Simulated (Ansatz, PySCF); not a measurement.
SnOBr2, SMILES [O]=[Sn]([Br])[Br].

Geometry: B3LYP-D3(BJ)/def2-SVP. The def2 effective core potentials stand for the cores of Sn; spin–orbit coupling is left out.

Vertical ionisation energy (IE) and electron affinity (EA) in eV. Rows of orbital energies are one-electron estimates. Where ΔSCF, EOM or ADC give a negative EA the extra electron is unbound and the value depends on the basis.

```csv
level,IE,EA
"−ε(HOMO), −ε(LUMO), M06-2X/def2-TZVP (PySCF)",9.94,2.96
"−ε(HOMO), −ε(LUMO), PBE/def2-TZVP (PySCF)",6.85,4.72
"ΔSCF, PBE0/def2-TZVPD (Ansatz), final states of multiplicity 2 and 2",9.84,2.27
"ΔSCF, PBE/def2-TZVPD (Ansatz), final states of multiplicity 2 and 2",9.96,2.22
```

Problem. What vertical singlet–triplet gap does ΔSCF give with PBE0/def2-TZVPD (Ansatz, a quantum-chemistry and plane-wave program) and with PBE/def2-TZVPD (Ansatz)? (Estimate from the structure and the level; the computed values follow.)

Solution. 1.99 and 2.25 eV (triplet above singlet where positive).
